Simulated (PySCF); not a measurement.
Compound: C2H10O2SSi2.
InChI=1S/C2H10O2SSi2/c1-3-7(4-2)5-6/h7H,1-2,6H3

Method used: TDDFT CAM-B3LYP/def2-SVPD, vertical, gas phase, core orbitals frozen in the response (PySCF). Isolated species at its GFN2-xTB geometry (one conformer only). Torsions of this conformer, `[CH3:1][O:2][SiH:3]([O:4][CH3:5])[S:6][SiH3:7]`: C1–O2–Si3–O4 57°, O2–Si3–O4–C5 -171°, O2–Si3–S6–Si7 -48°.

Broadening: Gaussians 0.3 eV wide at half height, area fixed by f = 4.319×10⁻⁹ ∫ε dν̃. The width is an assumption, not a result. The curve ends short of the highest state used, and states not computed would add to its high-energy end.

| E (eV) | ε (L mol⁻¹ cm⁻¹) |
| --- | --- |
| 5.85 | 3 |
| 5.89 | 9 |
| 5.92 | 19 |
| 5.95 | 37 |
| 5.98 | 69 |
| 6.01 | 123 |
| 6.04 | 206 |
| 6.07 | 327 |
| 6.10 | 490 |
| 6.13 | 696 |
| 6.16 | 936 |
| 6.19 | 1190 |
| 6.22 | 1432 |
| 6.25 | 1630 |
| 6.29 | 1778 |
| 6.32 | 1781 |
| 6.35 | 1692 |
| 6.38 | 1528 |
| 6.41 | 1319 |
| 6.44 | 1100 |
| 6.47 | 905 |
| 6.50 | 760 |
| 6.53 | 679 |
| 6.56 | 664 |
| 6.59 | 706 |
| 6.62 | 789 |
| 6.65 | 891 |
| 6.68 | 991 |
| 6.72 | 1088 |
| 6.75 | 1119 |
| 6.78 | 1110 |
| 6.81 | 1063 |
| 6.84 | 986 |
| 6.87 | 893 |
| 6.90 | 797 |
| 6.93 | 718 |
| 6.96 | 677 |
| 6.99 | 696 |
| 7.02 | 797 |
| 7.05 | 1000 |
| 7.08 | 1320 |
| 7.12 | 1928 |
| 7.15 | 2501 |
| 7.18 | 3139 |

Task: Locate the maxima and give the states behind the curve.

Result: 197 nm (6.31 eV), ε about 1800, made up of S1 (100%); 183 nm (6.76 eV), ε about 1100, made up of S2 (73%) and S3 (26%) (ε in L mol⁻¹ cm⁻¹; maxima over ε = 5, shares over 10%). At its high-energy end, 7.18 eV, the curve is still rising (ε about 3100, from S4 and S5). The states used: S1 6.30 eV (f 0.020); S2 6.72 eV (f 0.0096); S3 6.87 eV (f 0.0050); S4 7.26 eV (f 0.031); S5 7.40 eV (f 0.039); S6 7.64 eV (f 0.0013); S7 7.64 eV (f 0.022); S8 7.78 eV (f 0.015).

Task: On this curve, what absorbance would a 10⁻⁴ mol/L sample give at 193 nm over a 1 cm path?

Result: 193 nm is 6.424 eV, where ε is about 1200 L mol⁻¹ cm⁻¹, so A = ε c l ≈ 0.12 (Beer–Lambert, with the gas-phase spectrum and the assumed width).

Task: What would ε be at 6.31 eV, the highest of these maxima, with half the width (0.15 eV)?

Result: About 3560 L mol⁻¹ cm⁻¹ against 1790, a factor of about 1.99; a lone state at its own centre would give exactly 2.

Task: Coming from long wavelengths, where does ε first pass 100 L mol⁻¹ cm⁻¹?

Result: At about 207 nm (6.00 eV), 0.31 eV below S1.
